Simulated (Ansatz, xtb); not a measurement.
Relative energy of two isomers of C6H15N

Structure X: `CCN(C)C(C)C`, a singlet. Structure Y: `CC(C)C(C)(C)N`, a singlet. Both are isolated molecules in the gas phase, relaxed with r2SCAN-D4/def2-SVP, each in the lowest conformer that the search found.

Question: Which of the two would you expect CCSD(T)/def2-SVP + ΔMP2/def2-TZVPP electronic energies to favour?

Answer: Structure Y; the calculation gives E(Y) − E(X) = −61.5 kJ/mol.

Level by level:

| level | geometry | E(Y) − E(X) (kJ/mol) | departure from the last row (kJ/mol) | job, with rough time for the two |
| --- | --- | --- | --- | --- |
| GFN2-xTB | GFN2-xTB | +2.6 | +64.1 | optimisation, 0.21 s |
| HF/STO-3G | GFN2-xTB | −12.8 | +48.8 | single point, 0.62 s |
| r2SCAN-D4/def2-SVP//GFN2-xTB | GFN2-xTB | −50.3 | +11.2 | single point, 4.6 s |
| r2SCAN-D4/def2-SVP | r2SCAN-D4/def2-SVP | −50.5 | +11.1 | optimisation, 46 s |
| HF/def2-SVP | r2SCAN-D4/def2-SVP | −39.4 | +22.1 | part of the CCSD(T) run |
| MP2/def2-SVP | r2SCAN-D4/def2-SVP | −62.2 | −0.6 | part of the CCSD(T) run |
| CCSD(T)/def2-SVP | r2SCAN-D4/def2-SVP | −56.1 | +5.4 | single point |
| CCSD(T)/def2-SVP + ΔMP2/def2-TZVPP | r2SCAN-D4/def2-SVP | −61.5 |  | single point, 1.9 min |

As drawn, Y has 2 C–C, 2 N–H in place of 2 C–N, 2 C–H.

GFN2-xTB puts the two in the other order. The largest departure from CCSD(T)/def2-SVP + ΔMP2/def2-TZVPP is that of GFN2-xTB, 64.1 kJ/mol. The last row adds to CCSD(T) the change of the MP2 difference between the two basis sets, here −5.4 kJ/mol.

With thermal terms from frequencies at re-optimised GFN2-xTB minima (ideal gas, soft modes damped towards free rotors, one conformer each, 298.15 K, 1 atm): on the last row, ΔE + ΔZPE = −58.9, ΔH = −59.5, ΔG = −55.8 kJ/mol.

The correlated steps freeze 7 core orbitals. Codes used: Ansatz 0.2.0, xtb 6.7.1; the last row on 2 threads of Intel(R) Xeon(R) 6975P-C (Granite Rapids) on a shared host.
